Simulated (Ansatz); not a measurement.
Computed with Ansatz on PBE0-D4/def2-TZVP structures; ΔE is electronic, products minus reactants. CCSD(T)/CBS is the MP2 limit (def2-TZVPP, def2-QZVPP) plus CCSD(T) − MP2 in def2-TZVPP, frozen cores. This one scheme is used for every species. Functionals use def2-TZVPP. B3LYP here is the variant with VWN-RPA as its local correlation; programs differ in this. Elements past krypton have def2 core potentials. For Br, In outer-core shells are correlated without core-valence functions, which leaves a few kJ/mol of doubt a bond. Scalar relativity is left out up to krypton. One conformer a species, not always the lowest.

`C[O][InH][Br]` + dimethylamine → `C[N](C)[InH][Br]` + CH₃OH  (ligand exchange at the In–O bond)

```
             level  ΔE (kJ/mol)  difference from CCSD(T)/CBS
         r2SCAN-D4         19.5                          8.3
          BHLYP-D4         17.7                          6.5
           ωB97X-V         18.6                          7.4
             B3LYP         23.6                         12.4
           LC-ωPBE         19.3                          8.1
  CCSD(T)/def2-SVP         14.5                          3.3
     HF/def2-TZVPP         27.8                         16.6
    MP2/def2-TZVPP          7.3                         -3.9
SCS-MP2/def2-QZVPP         12.1                          0.9
     MP2/CBS(def2)          7.3                         -3.9
       CCSD(T)/CBS         11.2                            0
```

Largest T1 diagnostic among the species: 0.014.

Leaving LDA and LC-ωPBE aside and taking each functional with its dispersion term where it has one, the values, not all of them listed here, spread over 9.7 kJ/mol, from PBE-QIDH to B97M-V. LDA lies −10.1 kJ/mol from PBE without D4. From BLYP to BHLYP (50 % exact exchange), in def2-TZVPP and without D4, ΔE moves by −3.5 kJ/mol.
